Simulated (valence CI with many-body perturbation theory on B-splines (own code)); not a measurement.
## Ladder of approximations for Ti X

Calculated by configuration interaction combined with many-body perturbation theory (CI+MBPT): three valence electrons over a frozen Dirac-Fock core [Ne], a basis of 11 s, 11 p, 9 d, 7 f, 5 g, 2 h, 1 i functions for each j, with the one-electron correlation potential Σ1, the two-electron term Σ2, the three-electron term Σ3, Breit, model QED; selected CI, second order for the rest, scaled by the run's own slope (own B-spline code, finite nucleus).

No measured spectrum was set against this ion. As an estimate, levels of excited configurations hold to 0.05 to 0.15 % of their energy, terms of the ground configuration to about 0.5 %.

Each rung adds one term. CI alone is the Dirac-Coulomb CI over the frozen core; QED comes last and gives the full result, which names the levels. Energies are above 3s2 3p 2P°_1/2 on the same rung, in eV.

Names give the largest LS component (configuration and term), which can be under half, so a name can repeat, a term be missing and a line seem to break the LS rules; names also repeat where a configuration has a term twice.

| Level | CI alone | + Σ1 | + Σ2 | + Σ3 | + Breit | Full |
| --- | --- | --- | --- | --- | --- | --- |
| 3s2 3p 2P°_3/2 | 0.953 | 0.962 | 0.965 | 0.965 | 0.934 | 0.936 |
| 3s 3p2 4P_1/2 | 19.802 | 19.756 | 19.899 | 19.908 | 19.917 | 19.883 |
| 3s 3p2 4P_3/2 | 20.162 | 20.120 | 20.264 | 20.274 | 20.271 | 20.237 |
| 3s 3p2 4P_5/2 | 20.680 | 20.642 | 20.787 | 20.796 | 20.773 | 20.740 |
| 3s 3p2 2D_3/2 | 26.321 | 26.289 | 26.333 | 26.340 | 26.323 | 26.294 |
| 3s 3p2 2D_5/2 | 26.396 | 26.365 | 26.409 | 26.416 | 26.391 | 26.362 |
| 3s 3p2 2S_1/2 | 33.041 | 33.017 | 32.861 | 32.852 | 32.847 | 32.813 |
| 3s 3p2 2P_1/2 | 35.336 | 35.311 | 34.924 | 34.920 | 34.911 | 34.876 |
| 3s 3p2 2P_3/2 | 35.877 | 35.857 | 35.456 | 35.452 | 35.428 | 35.394 |
| 3s2 3d 2D_3/2 | 43.252 | 43.228 | 42.895 | 42.870 | 42.815 | 42.812 |
| 3s2 3d 2D_5/2 | 43.326 | 43.305 | 42.975 | 42.949 | 42.881 | 42.879 |
| 3p3 2D°_3/2 | 51.317 | 51.242 | 51.308 | 51.327 | 51.311 | 51.253 |
| 3p3 2D°_5/2 | 51.442 | 51.368 | 51.437 | 51.456 | 51.431 | 51.373 |
| 3p3 4S°_3/2 | 52.944 | 52.870 | 52.620 | 52.628 | 52.626 | 52.556 |
| 3p3 2P°_1/2 | 57.598 | 57.535 | 57.392 | 57.395 | 57.380 | 57.319 |
| 3p3 2P°_3/2 | 57.672 | 57.611 | 57.469 | 57.472 | 57.449 | 57.388 |
| 3s 3p 3d 4F°_3/2 | 57.600 | 57.522 | 57.617 | 57.616 | 57.580 | 57.546 |
| 3s 3p 3d 4F°_5/2 | 57.808 | 57.733 | 57.822 | 57.821 | 57.774 | 57.740 |
| 3s 3p 3d 4F°_7/2 | 58.103 | 58.032 | 58.121 | 58.120 | 58.057 | 58.025 |

(1) How does the ionisation energy move along the ladder, and which term matters most?

## Answers

(1) CI alone 216.49, + Σ1 217.09, + Σ2 216.90, + Σ3 216.87, + Breit 216.79, + QED 216.80 eV. The largest step is Σ1, 0.59 eV. NIST lists 215.92 ± 0.12 eV (measured), further off than its uncertainty and the later steps.
